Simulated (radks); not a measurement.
Values are calculated unless marked as measured or tabulated.
Spin polarisation of the 4d5 shell in Mo. Start: [Kr] 4d(up 2.5, down 2.5) 5s(up 0.5, down 0.5); electrons of 4d are moved from spin down to spin up, other shells keep equal spins. Level of theory: scalar-relativistic Kohn-Sham, PBE, spin-polarised, spherical densities, finite nucleus; Fermi nuclear charge, rms radius of each element as measured or else 0.836 A^(1/3) + 0.57 fm (a radial shooting solver on a logarithmic mesh with Libxc functionals).

moment (Bohr magnetons)  E - E(0) (eV)  e(4d up) (eV)  e(4d down) (eV)  5s down minus up (eV)  4p down minus up (eV)
0                                0.000         -3.753           -3.753                  0.000                  0.000
1                               -0.147         -4.027           -3.437                  0.293                  0.588
2                               -0.589         -4.257           -3.078                  0.590                  1.177
3                               -1.326         -4.442           -2.674                  0.892                  1.765
4                               -2.356         -4.570           -2.221                  1.200                  2.350
5                               -3.671         -4.623           -1.717                  1.508                  2.925

At moment 5 the spin-polarisation energy is -3.671 eV and the 4d exchange splitting 2.905 eV, that is 0.581 eV per Bohr magneton; E = -I m^2/4 would give I = 0.587 eV.
